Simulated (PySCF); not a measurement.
Mapped SMILES: `[BH2:1][AsH:2][CH3:3]`. Each H is labelled by its parent atom.

Geometry: PBE0-D3(BJ)/def2-SVP; GIAO shifts from PySCF 2.14.0 with density-fitted response routines, gas phase, non-relativistic, averaged over equivalent atoms.

At PBE0/pcSseg-1 (105 basis functions, 6.2 s wall time on 1 thread of an Arm Neoverse V2, shared host):
```csv
atoms,δ (ppm)
B1,100.8
As2,403.9
C3,2.6
H(B1),9.36
H(As2),4.40
H(C3),1.38
```

δ = σ(ref) − σ, references computed at the same level: ¹¹B (100.73 ppm) vs BF3·OEt2; AsH3 for ⁷⁵As (1910.42 ppm); TMS for ¹³C (184.41 ppm), ¹H (31.27 ppm).

**Question.** Estimate the result of repeating the calculation with PBE0/pcSseg-2.

**Answer.** 
| atoms | δ at PBE0/pcSseg-2 | change |
| --- | --- | --- |
| B1 | 104.8 | +4.0 |
| As2 | 406.5 | +2.6 |
| C3 | 2.5 | -0.1 |
| H(B1) | 9.35 | -0.01 |
| H(As2) | 4.46 | +0.06 |
| H(C3) | 1.33 | -0.05 |

Chemical shifts δ = σref − σ; BF3·OEt2 for ¹¹B (σref 99.07); ⁷⁵As (σref 1914.84) against AsH3; TMS for ¹³C (σref 184.13) and ¹H (σref 31.25), all at this level.

The largest change is at B1 (boron bonded to As, 2 H). Cost: 219 basis functions, 16 s wall time on 1 thread of an Arm Neoverse V2, shared host.

Relativistic effects, spin–orbit coupling among them, are left out; they matter for As and for the light atoms bonded to it.
